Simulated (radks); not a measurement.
All-electron atom: Tc34+ in [He] 2s2 2p5. Method: non-relativistic Kohn-Sham, TPSS, spin-polarised, spherical densities, point nucleus; open shells are filled with parallel spins first (spin-orbit coupling, left out, can overturn this in heavy ions); meta-GGA in the generalised Kohn-Sham scheme; relativity is left out, which matters for an element this heavy; computed with a radial shooting solver on a logarithmic mesh with Libxc functionals.

Radial electron density D(r) = 4 pi r^2 rho(r):

```
   r/bohr * D(r) (the largest magnitude, 51.9, reaches the edge; | marks zero)
 0.001717 | *
 0.002081 |  *
 0.002521 |   *
 0.003055 |    *
 0.003731 |      *
 0.004521 |         *
 0.005477 |             *
 0.006637 |                 *
 0.008042 |                       *
 0.009744 |                             *
  0.01181 |                                    *
  0.01431 |                                           *
  0.01733 |                                                 *
    0.021 |                                                     *
  0.02565 |                                                      *
  0.03108 |                                                    *
  0.03766 |                                               *
  0.04563 |                                          *
  0.05529 |                                        *
    0.067 |                                          *
  0.08118 |                                                *
  0.09836 |                                                     *
   0.1192 |                                                     *
   0.1444 |                                             *
    0.175 |                              *
   0.2137 |               *
    0.259 |     *
   0.3138 | *
   0.3802 *
   0.4606 *
```

D(r) has 2 maxima, at r = 0.0246, 0.108 bohr, and minima at 0.0562 bohr, inside which lie 2.18 electrons.
